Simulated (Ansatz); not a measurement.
`[NH2][Sc]([Cl])[O][SiH3]` + `[OH][In]([OH])[OH]` → `[OH][In]([OH])[O][SiH3]` + `[NH2][Sc]([OH])[Cl]`  (ligand exchange at the Si–O bond)

Program: Ansatz. Geometries: PBE0-D4/def2-TZVP. ΔE: electronic, gas phase. CCSD(T)/CBS adds triple-zeta CCSD(T) − MP2 to the extrapolated MP2 energy (def2 sets, frozen cores). Functionals use def2-TZVPP. B3LYP here is the variant with VWN-RPA as its local correlation; programs differ in this. Elements past krypton have def2 core potentials. For In, Sc outer-core shells are correlated without core-valence functions, which leaves a few kJ/mol of doubt a bond. Scalar relativity is left out up to krypton. Each species was taken in one conformer, which may not be the lowest.

```csv
level,ΔE (kJ/mol),difference from CCSD(T)/CBS
LDA (SPW92),9.4,-1.1
BLYP-D4,14.2,3.7
r2SCAN-D4,10.8,0.3
BHLYP-D4,9.3,-1.2
CAM-B3LYP-D4,9.8,-0.7
ωB97M-V,8.4,-2.1
B2PLYP,11.5,1.0
PBE-QIDH,9.6,-0.9
revPBE,15.3,4.8
PBE0,11.4,0.9
B3LYP,13.0,2.5
CAM-B3LYP,10.3,-0.2
MP2/def2-SVP,12.9,2.4
CCSD/def2-SVP,13.2,2.7
CCSD(T)/def2-TZVPP,9.9,-0.6
MP2/def2-QZVPP,9.8,-0.7
CCSD(T)/CBS,10.5,0
```

Largest T1 diagnostic among the species: 0.017.

Leaving LDA and LC-ωPBE aside and taking each functional with its dispersion term where it has one, the values, not all of them listed here, spread over 6.4 kJ/mol, from ωB97M-V to revPBE-D4. LDA lies −4.0 kJ/mol from PBE without D4. From BLYP to BHLYP (50 % exact exchange), in def2-TZVPP and without D4, ΔE moves by −4.7 kJ/mol.

CCSD(T)/CBS has its own doubt, a few kJ/mol and more with outer-core shells, so smaller differences from it don't rank the levels.
